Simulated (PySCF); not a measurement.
C4H3Cl2F, SMILES C#C[C@H](F)C(Cl)Cl. Geometry optimised at PBE-D3(BJ)/def2-SVP. The structure was generated by enumeration; whether it is a known compound was not checked. Other conformers were not sampled.

Computed equilibrium geometry at PBE-D3(BJ)/def2-SVP (PySCF confirms it by a frequency run) as Cartesian coordinates in Å (one conformer of several):
```xyz
10

C      2.7577    -0.2162    -0.1085
C      1.6086    -0.6269    -0.1261
C      0.2409    -1.1417    -0.1376
F     -0.0652    -1.7261    -1.3608
C     -0.8329    -0.0711     0.1441
Cl    -0.7720     1.2456    -1.0562
Cl    -0.6472     0.5291     1.8206
H      3.7732     0.1557    -0.0979
H      0.1273    -1.9193     0.6539
H     -1.8327    -0.5368     0.0654
```
